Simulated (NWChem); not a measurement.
System: GaIF2; SMILES [Ga]([F])([F])[I]

All runs: NWChem. All runs use the structure optimised with PBE0/def2-SVP. def2 effective core potentials on I; no spin-orbit coupling.

For level B3LYP/def2-SVP (core potentials):

```yaml
highest occupied level (eV): -8.21
orbital gap (eV): 5.67
dipole (D): 1.95
```

Q: What are these values for level B3LYP/STO-3G (all-electron, non-relativistic)?

A: 
| Quantity | Result |
|---|---|
| highest occupied level (eV) | -2.41 |
| orbital gap (eV) | 3.29 |
| dipole (D) | 1.15 |
